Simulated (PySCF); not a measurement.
Positional isomers: propene chloro+silyl. All species are isolated molecules in the gas phase. One relaxed conformer stands for each flexible species; it need not be the lowest. Strings in code marks are SMILES.

These are CAM-B3LYP-D3(BJ)/def2-TZVP in PySCF values and carry that method's errors. All candidates: neutral, multiplicity 1. Excitations are Tamm–Dancoff values on a coarser integration grid. The basis has no diffuse functions, so Rydberg states are missing or too high.

```json
{
 "S1 excitation (TDA)": "6.64 eV",
 "HOMO": "-8.63 eV",
 "T1 excitation (TDA)": "4.12 eV"
}
```

### Question
Which member has these values?
A. `C/C=C(\[SiH3])Cl`
B. `C/C=C(/[SiH3])Cl`
C. `[SiH3]C/C=C\Cl` (Si–C–C–C torsion 96°)
D. `[SiH3]C/C=C/Cl` (Si–C–C–C torsion 109°)

### Answer
B, `C/C=C(/[SiH3])Cl`. The others give `[SiH3]C/C=C\Cl` (Si–C–C–C torsion 96°): 6.77 eV, -8.35 eV, 4.17 eV; `C/C=C(\[SiH3])Cl`: 6.28 eV, -8.50 eV, 3.91 eV; `[SiH3]C/C=C/Cl` (Si–C–C–C torsion 109°): 6.58 eV, -8.31 eV, 4.08 eV
